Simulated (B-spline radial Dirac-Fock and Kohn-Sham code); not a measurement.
## Isotope-shift constants of the inner levels of Pd⁴⁺

System: Pd⁴⁺, configuration [Kr] 4d6.

Model: first-order field-shift and mass-shift constants from Dirac-Fock ground and hole states with a Fermi nucleus; the mass shift has no relativistic recoil terms. Program: a radial B-spline solver. A binding energy shifts by δE = F·δ⟨r²⟩ + (K_N + K_S)·δ(1/M); F is taken for a change of radius at fixed skin thickness and so holds the higher radial moments.

```csv
level,F (meV/fm²),K_N (meV u),K_S (meV u)
K (1s),-51.42,-13440,6294
L1 (2s),-5.780,-2024,-124.8
L2 (2p1/2),0.2758,-1871,2496
L3 (2p3/2),0.3655,-1784,2261
M1 (3s),-1.082,-408.9,-141.4
M2 (3p1/2),0.06550,-348.3,308.5
M3 (3p3/2),0.08427,-332.6,248.0
M4 (3d3/2),0.07235,-225.7,269.8
M5 (3d5/2),0.07099,-222.7,263.3
```

Line shifts in meV from A = 106 (mass 105.9035 u, rms radius 4.5318 fm); radii from Angeli and Marinova (2013).

```
  A  mass (u)  radius (fm)     Kα1     Kα2     Kβ1    Lα1
102  101.9056       4.4827  +20.10  +20.01  +20.18  +0.03
104  103.9040       4.5078       ?       ?       ?      ?
105  104.9051        4.515   +7.19   +7.16   +7.19  -0.01
108  107.9039       4.5563  -10.20  -10.15  -10.23  -0.01
110  109.9052       4.5782  -19.27  -19.18  -19.35  -0.03
```

Q: What are the shifts for A = 104?

A: Kα1 +9.85 meV (field +11.24, mass -1.38); Kα2 +9.81 meV (field +11.22, mass -1.41); Kβ1 +9.89 meV (field +11.17, mass -1.28); Lα1 +0.02 meV (field -0.06, mass +0.08).

Values without a named source are computed, but for edge energies of neutral atoms, which are taken from tables.
